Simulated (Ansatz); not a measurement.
Ansatz results at the PBE0-D4/def2-TZVP geometry: LUMO energy (B3LYP/def2-TZVPP) -1.61 eV; HOMO energy (ωB97M-V/def2-TZVPP) -8.47 eV; LUMO energy (ωB97M-V/def2-TZVPP) 0.23 eV.

Each molecule was computed in one conformer, which needn't be the lowest.

Q: Which molecule gave them?
A. `F[CH2][Al]1[CH2][CH]1F`
B. `C=C1[CH2][AlH][NH]1`
C. `C1=C[SiH2]C=N1`
D. `C[Si]([AlH2])([SiH3])Cl`

A: A. The others give `C1=C[SiH2]C=N1`: -2.22, -9.59, 0.12; `C=C1[CH2][AlH][NH]1`: -1.04, -7.94, 0.72; `C[Si]([AlH2])([SiH3])Cl`: -2.32, -9.00, -0.50.

B3LYP here is the variant with VWN-RPA as its local correlation; programs differ in this.
